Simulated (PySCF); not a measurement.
ammonia borane (H6BN), singlet, geometry from GFN2-xTB; TPSS/def2-SV(P) run with PySCF.

Here is a job for PySCF.
```python
from pyscf import gto, scf, dft

mol = gto.Mole()
mol.atom = '''
    B    -0.914919    0.112100   -0.016619
    N     0.730879   -0.089551    0.013276
    H    -1.313993   -0.641683   -0.847374
    H    -1.091550    1.255010   -0.299746
    H    -1.290050   -0.160526    1.079991
    H     0.933910   -1.052864    0.251240
    H     1.120083    0.534559    0.709573
    H     1.100043    0.131858   -0.903521
'''
mol.basis = 'def2-sv(p)'
mol.charge = 0
mol.spin = 0
mol.verbose = 4
mol.build()

mf = dft.RKS(mol)
mf.xc = 'tpss'
mf.level_shift = 0.1
mf.max_cycle = 100
mf.kernel()
```

Problem. Predict the main parts of the log of this PySCF run.

Solution. 
```
PySCF version 2.14.0

[INPUT] verbose = 4
[INPUT] num. atoms = 8
[INPUT] num. electrons = 18
[INPUT] charge = 0
[INPUT] spin (= nelec alpha-beta = 2S) = 0
[INPUT] symmetry False subgroup None
[INPUT] Mole.unit = angstrom
[INPUT] Symbol           X                Y                Z      unit          X                Y                Z       unit  Magmom
[INPUT]  1 B     -0.914919000000   0.112100000000  -0.016619000000 AA   -1.728946336161   0.211838298564  -0.031405358464 Bohr   0.0
[INPUT]  2 N      0.730879000000  -0.089551000000   0.013276000000 AA    1.381161140196  -0.169226864181   0.025088004030 Bohr   0.0
[INPUT]  3 H     -1.313993000000  -0.641683000000  -0.847374000000 AA   -2.483086899596  -1.212605128789  -1.601304785077 Bohr   0.0
[INPUT]  4 H     -1.091550000000   1.255010000000  -0.299746000000 AA   -2.062730551269   2.371625183590  -0.566437846934 Bohr   0.0
[INPUT]  5 H     -1.290050000000  -0.160526000000   1.079991000000 AA   -2.437841186995  -0.303350175872   2.040887206995 Bohr   0.0
[INPUT]  6 H      0.933910000000  -1.052864000000   0.251240000000 AA    1.764834124993  -1.989624606414   0.474774791536 Bohr   0.0
[INPUT]  7 H      1.120083000000   0.534559000000   0.709573000000 AA    2.116650106781   1.010170107421   1.340898635386 Bohr   0.0
[INPUT]  8 H      1.100043000000   0.131858000000  -0.903521000000 AA    2.078779995245   0.249175507333  -1.707407237793 Bohr   0.0

nuclear repulsion = 40.7879945878591
number of shells = 24
number of NR pGTOs = 72
number of NR cGTOs = 40
basis = def2-sv(p)
ecp = {}

******** <class 'pyscf.dft.rks.RKS'> ********
method = RKS
initial guess = minao
damping factor = 0
level_shift factor = 0.1
DIIS = <class 'pyscf.scf.diis.CDIIS'>
diis_start_cycle = 1
diis_space = 8
diis_damp = 0
SCF conv_tol = 1e-09
SCF conv_tol_grad = None
SCF max_cycles = 100
direct_scf = True
direct_scf_tol = 1e-13
XC library pyscf.dft.libxc version 7.1.2
    S. Lehtola, C. Steigemann, M. J. T. Oliveira, and M. A. L. Marques,  SoftwareX 7, 1–5 (2018)
XC functionals = tpss
    J. Tao, J. P. Perdew, V. N. Staroverov, and G. E. Scuseria,  Phys. Rev. Lett. 91, 146401 (2003)
    J. P. Perdew, J. Tao, V. N. Staroverov, and G. E. Scuseria,  J. Chem. Phys. 120, 6898 (2004)
    J. Tao, J. P. Perdew, V. N. Staroverov, and G. E. Scuseria,  Phys. Rev. Lett. 91, 146401 (2003)
    J. P. Perdew, J. Tao, V. N. Staroverov, and G. E. Scuseria,  J. Chem. Phys. 120, 6898 (2004)
radial grids:
    Treutler-Ahlrichs [JCP 102, 346 (1995); DOI:10.1063/1.469408] (M4) radial grids

becke partition: Becke, JCP 88, 2547 (1988); DOI:10.1063/1.454033
pruning grids: <function nwchem_prune>
grids dens level: 3
symmetrized grids: False
atomic radii adjust function: <function treutler_atomic_radii_adjust>
small_rho_cutoff = 0
Set gradient conv threshold to 3.16228e-05
Initial guess from minao.
tot grids = 86800
init E= -82.9988768763606
  HOMO = -0.321366152847787  LUMO = 0.0714480081070548  gap/eV = 10.68902
cycle= 1 E= -83.1105628629429  delta_E= -0.112  |g|= 0.314  |ddm|= 2.27
  HOMO = -0.171552519505994  LUMO = 0.0931068895515033  gap/eV = 7.20175
cycle= 2 E= -83.1357230375127  delta_E= -0.0252  |g|= 0.209  |ddm|= 0.674
  HOMO = -0.237390398321516  LUMO = 0.0934214988159501  gap/eV = 9.00185
cycle= 3 E= -83.1496201246148  delta_E= -0.0139  |g|= 0.0303  |ddm|= 0.23
  HOMO = -0.240784884051976  LUMO = 0.0991114904355883  gap/eV = 9.24905
cycle= 4 E= -83.1498877560545  delta_E= -0.000268  |g|= 0.0187  |ddm|= 0.0432
  HOMO = -0.239913849582756  LUMO = 0.0986008376054408  gap/eV = 9.21145
cycle= 5 E= -83.1499607260003  delta_E= -7.3e-05  |g|= 0.00179  |ddm|= 0.0131
  HOMO = -0.239587970448872  LUMO = 0.0985762634869829  gap/eV = 9.20192
cycle= 6 E= -83.1499617557219  delta_E= -1.03e-06  |g|= 0.000243  |ddm|= 0.00239
  HOMO = -0.239551691165171  LUMO = 0.0985564395279077  gap/eV = 9.20039
cycle= 7 E= -83.1499617755304  delta_E= -1.98e-08  |g|= 4.2e-05  |ddm|= 0.000366
  HOMO = -0.23954473033271  LUMO = 0.0985612819159045  gap/eV = 9.20033
cycle= 8 E= -83.1499617760785  delta_E= -5.48e-10  |g|= 8.79e-06  |ddm|= 5.29e-05
  HOMO = -0.239544112060359  LUMO = -0.0014378304632543  gap/eV = 6.47920
Extra cycle  E= -83.149961776065  delta_E= 1.35e-11  |g|= 1.24e-05  |ddm|= 1.82e-05
converged SCF energy = -83.149961776065
```
